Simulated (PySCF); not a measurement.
An unknown is described by computed data only.

Formula: C4H8OSi2.

* 1H NMR: chemical shifts (computed TMS as zero) by class: 4.25 (3 H), 4.17 (2 H), 2.62 (3 H) ppm [GIAO PBE0/pcSseg-1]
* Triplet: lowest triplet excitation (Tamm–Dancoff): 2.91 eV [TDA B3LYP/def2-SVPD]
* Rotational structure: rotational constants A, B, C: 4.212, 0.635, 0.563 GHz [PBE0-D3(BJ)/def2-SVP]
* Valence photoelectron: vertical ionisation energy: 8.91 eV [ΔSCF B3LYP/def2-SVPD]
* UV, strongest line: among the 10 lowest singlet transitions: S3 at 5.08 eV (244 nm, f = 0.115) [TDDFT B3LYP/def2-SVPD]
* 13C NMR: chemical shifts (computed TMS as zero) by class: 237.0 (1 C), 117.8 (1 C), 114.9 (1 C), 41.2 (1 C) ppm [GIAO PBE0/pcSseg-1]

Electronic properties: PySCF, gas phase, density fitting. Levels stand in brackets. Isolated species at its PBE0-D3(BJ)/def2-SVP geometry (one conformer only). Each NMR value is the plain mean over a class of atoms that symmetry, rotation or inversion makes alike.

Question: What is the compound? Reason from the data.

Answer: Numbering: `[CH3:1][C:2](=[O:3])[SiH2:4][C:5]#[C:6][SiH3:7]`. Its formula, C4H8OSi2, gives 3 degrees of unsaturation: 0 rings and 3 π bonds in the structure found. 4 carbons fall into 4 classes; from least to most shielded: carbonyl carbon [C2] (237.0 ppm), alkyne carbon [C5] (117.8 ppm), alkyne carbon [C6] (114.9 ppm), methyl carbon next to a carbonyl [C1] (41.2 ppm). Hydrogen classes from least to most shielded: 3 H on an SiH3 silicon, Si7 (4.25 ppm), 2 H on an SiH2 silicon, Si4 (4.17 ppm), 3 H on a methyl carbon next to a carbonyl, C1 (2.62 ppm, a mean of values up to 0.7 ppm apart in this geometry). The first electron is taken from the HOMO, whose largest Löwdin shares are 0.49 on the carbonyl oxygen, 0.17 on the carbonyl carbon, 0.11 on the SiH2 silicon and 0.10 on the methyl carbon next to a carbonyl. The optimised geometry has point group C1 and is an asymmetric top. Structure: `C(C)([SiH2]C#C[SiH3])=O`. Computed isomers that give other values at the same levels: `C#C[Si@H]1CC[SiH2]O1` (13C chemical shifts (computed TMS as zero) by class: 103.3 (1 C), 88.7 (1 C), 10.7 (1 C), 8.2 (1 C) ppm); `O[SiH]1C=C[SiH2]C=C1` (rotational constant A: 3.141 GHz; this holds for the one conformer computed); `[SiH3]O[SiH]1C=CC=C1` (rotational constant A: 3.585 GHz; this holds for the one conformer computed). The assignments are read from this structure; whether some other isomer fits the data as well wasn't checked.

Conformer computed: `[CH3:1][C:2](=[O:3])[SiH2:4][C:5]#[C:6][SiH3:7]`: C1–C2–Si4–C5 -11°.
